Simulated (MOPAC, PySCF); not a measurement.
C6H16Si, SMILES `CC[SiH](CC)CC`, neutral singlet in the gas phase. 

Cartesian coordinates (Å):
SMILES: CC[SiH](CC)CC
```xyz
23

C     -1.7608     2.2282     0.5917
C     -0.3211     1.6969     0.6122
Si    -0.0742     0.0364    -0.2670
C      1.7351    -0.5134    -0.1435
C      2.7526     0.4921    -0.6998
C     -1.2164    -1.2804     0.4766
C     -1.0839    -2.6752    -0.1498
H     -1.8455     3.2087     1.0886
H     -2.4541     1.5420     1.1051
H     -2.1299     2.3503    -0.4402
H      0.3590     2.4325     0.1469
H      0.0304     1.5849     1.6545
H     -0.4233     0.2074    -1.7167
H      1.9527    -0.7295     0.9187
H      1.8336    -1.4797    -0.6694
H      3.7858     0.1133    -0.6323
H      2.7199     1.4480    -0.1518
H      2.5550     0.7192    -1.7606
H     -2.2566    -0.9213     0.3813
H     -1.0169    -1.3286     1.5630
H     -1.2822    -2.6497    -1.2342
H     -0.0700    -3.0862    -0.0150
H     -1.7892    -3.3959     0.2958
```
Charge 0, multiplicity 1.

All levels are single points at this geometry (B3LYP-D3(BJ)/def2-SVP); Pople sets use spherical d functions. Orbital energies aren't observables, and empty levels follow the basis.

PM3 in MOPAC gives HOMO (eV) = -10.16.

Question: Estimate the HOMO (eV) from each of these levels: B3LYP-D3(BJ)/def2-TZVP in PySCF; M06-2X/6-31G* in PySCF; HF/3-21G in PySCF; PM6 in MOPAC; PM7 in MOPAC.

Answer: 
```
level                            HOMO (eV)
-------------------------------  ---------
B3LYP-D3(BJ)/def2-TZVP in PySCF      -7.65
M06-2X/6-31G* in PySCF               -8.87
HF/3-21G in PySCF                   -10.80
PM6 in MOPAC                         -9.65
PM7 in MOPAC                        -10.50
```
